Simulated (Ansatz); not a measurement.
Consider the isomerisation: `FC1O[SiH2][SiH2]1` → `O=C[SiH](F)[SiH3]`.

Program: Ansatz. Geometries: PBE0-D4/def2-TZVP. ΔE: electronic, gas phase. CCSD(T)/CBS is the MP2 limit (def2-TZVPP, def2-QZVPP) plus CCSD(T) − MP2 in def2-TZVPP, frozen cores. DFT in def2-TZVPP. Each species was taken in one conformer, which may not be the lowest.

`FC1O[SiH2][SiH2]1`:

```xyz
10

F    -2.083    0.644    0.048
C    -1.045   -0.063    0.627
O    -0.080    0.838    1.101
Si    1.179    0.856   -0.026
Si   -0.014   -1.006   -0.733
H    -1.472   -0.610    1.472
H     1.202    2.097   -0.843
H     2.487    0.721    0.662
H    -0.664   -1.156   -2.058
H     0.489   -2.319   -0.250
```

`O=C[SiH](F)[SiH3]`:

```xyz
10

O     0.062   -1.907    1.548
C     0.917   -1.119    1.227
Si    0.392    0.601    0.552
F     1.717    1.429    0.172
Si   -0.980    0.317   -1.327
H     1.994   -1.395    1.318
H    -0.295    1.313    1.661
H    -2.201   -0.420   -0.911
H    -1.357    1.643   -1.880
H    -0.250   -0.462   -2.361
```

CCSD(T)/CBS gives -88.9 kJ/mol.

Another level gave -95.3 kJ/mol. Which?
A. PBE/def2-TZVPP
B. CCSD(T)/def2-TZVPP
C. PBE0/def2-TZVPP
D. SCS-MP2/def2-TZVPP

D. SCS-MP2/def2-TZVPP -95.3, PBE -80.4, PBE0 -74.4, CCSD(T)/def2-TZVPP -89.9 kJ/mol.

Largest T1 diagnostic among the species: 0.015.

From PBE to PBE0 (25 % exact exchange), in def2-TZVPP and without D4, ΔE moves by +6.0 kJ/mol. In def2-TZVPP, CCSD(T) changes the Hartree–Fock value by +21.4 kJ/mol (the triples alone add +2.0 kJ/mol) and MP2 by +23.9 kJ/mol.
